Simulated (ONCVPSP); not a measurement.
## Transferability test, ONCV potential for niobium (Nb)

* Element: niobium
* Generator: ONCVPSP 4.0.1
* Type: optimised norm-conserving Vanderbilt (ONCV)
* Functional: PBEsol
* Relativity: scalar-relativistic
* Frozen core: [Ar] 3d10
* Valence charge: 13
* Reference configuration: 4s2 4p6 4d4 5s1
* Partial waves: 4s+5s: rc 1.75 bohr, ncon 4, nbas 8, qcut 5.9 1/bohr, 2 projectors; 4p: rc 1.95 bohr, ncon 3, nbas 6, qcut 5.8 1/bohr, 2 projectors, debl 1.9 Ha; 4d: rc 2.55 bohr, ncon 4, nbas 8, qcut 5.5 1/bohr, 3 projectors, debl 0.6 Ha
* Local potential: polynomial inside 1.45 bohr (lpopt 5, dvloc0 2 Ha)
* Core correction: Teter function, fcfact 1.75, rcfact 1.05

Energies are relative to the spin-unpolarised reference configuration 4s2 4p6 4d4 5s1; without spin polarisation the order of configurations can differ from experiment. Not all tests gave a result: 1 of 4 tests not solved or not reliable.

```
valence configuration  charge  ΔE all-electron (eV)  error AE − PS (meV)
      4s2 4p6 4d4 5s0      +1                 6.653                 -0.3
      4s2 4p6 4d3 5s0      +2                20.681                 +1.6
      4s1 4p6 4d4 5s1      +1                63.981                 -246
```

Levels in the configuration 4s1 4p6 4d4 5s1:

| level | all-electron (eV) | pseudo (eV) |
| --- | --- | --- |
| 4s | -70.178 | -70.639 |
| 4p | -45.884 | -46.170 |
| 4d | -12.631 | -12.575 |
| 5s | -10.807 | -10.847 |
